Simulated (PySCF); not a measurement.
Job file and geometry (Å, from GFN2-xTB) of an NMR shielding run on SMILES B[SiH2][SiH2]NB(C)C, C2H13B2NSi2, GIAO PBE0/pcSseg-1 NMR shielding, non-relativistic, gas phase in PySCF; density fitting, a coarse starting grid and PySCF grid level 2 are the driver's defaults:

```
$ OMP_NUM_THREADS=1 python probes_run.py task.json out

{"job": {"kind": "nmr", "xc": "PBE0", "basis": "pcSseg-1"}, "charge": 0, "multiplicity": 1}
B      1.803996     1.578384    -0.495308
Si     2.511412    -0.196997    -0.064827
Si     0.898069    -1.875165    -0.108319
N     -0.624261    -1.211967     0.474367
B     -1.329145    -0.087285     0.046742
C     -0.761066     0.752802    -1.176454
C     -2.664742     0.374135     0.772748
H      2.018608     2.073147    -1.540306
H      1.489097     2.313635     0.367924
H      3.172345    -0.277184     1.258808
H      3.590265    -0.677891    -0.957866
H      0.603114    -2.435892    -1.440259
H      1.077999    -3.038814     0.773600
H     -1.027059    -1.718093     1.248670
H     -1.414393     1.558818    -1.503958
H     -0.533270     0.128523    -2.038684
H      0.194845     1.224766    -0.878497
H     -2.536064     1.359521     1.219808
H     -2.986848    -0.301956     1.562672
H     -3.488050     0.468194     0.066402
```

**Question.** Write the output of this run.

**Answer.** 
```
coarse grid: 16720 points
cycle   1  E = -766.8699595518  dE =  3.211e-01  |g| = 5.270e-01  |ddm| = 3.834e+00
cycle   2  E = -766.8407873825  dE =  2.917e-02  |g| = 6.393e-01  |ddm| = 1.018e+00
cycle   3  E = -766.9388334224  dE = -9.805e-02  |g| = 8.033e-02  |ddm| = 6.236e-01
cycle   4  E = -766.9401389997  dE = -1.306e-03  |g| = 3.331e-02  |ddm| = 9.192e-02
cycle   5  E = -766.9404050209  dE = -2.660e-04  |g| = 6.007e-03  |ddm| = 3.119e-02
cycle   6  E = -766.9404159196  dE = -1.090e-05  |g| = 1.696e-03  |ddm| = 8.979e-03
cycle   7  E = -766.9404167722  dE = -8.526e-07  |g| = 3.920e-04  |ddm| = 2.191e-03
final grid: 149512 points
cycle   8  E = -766.9742562131  dE = -3.907e-05  |g| = 8.508e-03  |ddm| = 2.972e-02
cycle   9  E = -766.9742481845  dE =  8.029e-06  |g| = 1.038e-02  |ddm| = 1.573e-02
cycle  10  E = -766.9742739608  dE = -2.578e-05  |g| = 1.125e-03  |ddm| = 8.977e-03
cycle  11  E = -766.9742742446  dE = -2.838e-07  |g| = 2.651e-04  |ddm| = 1.045e-03
cycle  12  E = -766.9742742605  dE = -1.591e-08  |g| = 5.543e-05  |ddm| = 2.674e-04
cycle  13  E = -766.9742742614  dE = -8.204e-10  |g| = 2.134e-05  |ddm| = 8.098e-05
converged SCF energy = -766.9742742614

GIAO shielding tensors (ppm)
atom      isotropic    diamagn.    paramagn.     s11        s22        s33       span
  0 B       33.305     195.524    -162.219    -55.904     -2.058    157.878    213.782
  1 Si     473.441     881.246    -407.805    443.583    473.587    503.153     59.570
  2 Si     402.292     880.211    -477.919    352.103    397.137    457.636    105.533
  3 N      157.681     324.634    -166.953     64.338    182.796    225.908    161.570
  4 B       52.881     192.274    -139.394     12.423     32.791    113.428    101.004
  5 C      168.763     257.261     -88.498    157.598    163.116    185.576     27.978
  6 C      175.610     252.759     -77.149    165.543    165.883    195.404     29.861
  7 H       23.691      29.552      -5.862     15.087     26.004     29.981     14.894
  8 H       23.956      30.466      -6.510     14.845     26.334     30.689     15.844
  9 H       28.134      29.497      -1.363     24.940     25.557     33.906      8.966
 10 H       28.256      29.188      -0.932     24.906     25.593     34.267      9.361
 11 H       26.749      29.692      -2.943     22.852     25.079     32.315      9.463
 12 H       26.696      29.048      -2.352     23.109     25.567     31.412      8.303
 13 H       27.709      32.918      -5.209     20.907     28.198     34.023     13.116
 14 H       30.315      32.385      -2.071     26.332     28.931     35.681      9.349
 15 H       31.037      33.128      -2.091     27.303     29.788     36.019      8.716
 16 H       38.453      38.271       0.182     34.727     37.245     43.388      8.661
 17 H       31.117      31.314      -0.197     27.620     29.351     36.380      8.760
 18 H       31.648      30.949       0.700     27.319     30.262     37.364     10.045
 19 H       31.121      29.633       1.488     27.188     29.312     36.862      9.674
```

Size and cost of the density-fitted run: 198 basis functions, 40 s wall time on 1 thread of an Arm Neoverse V2, shared host; peak memory 0.89 GiB.
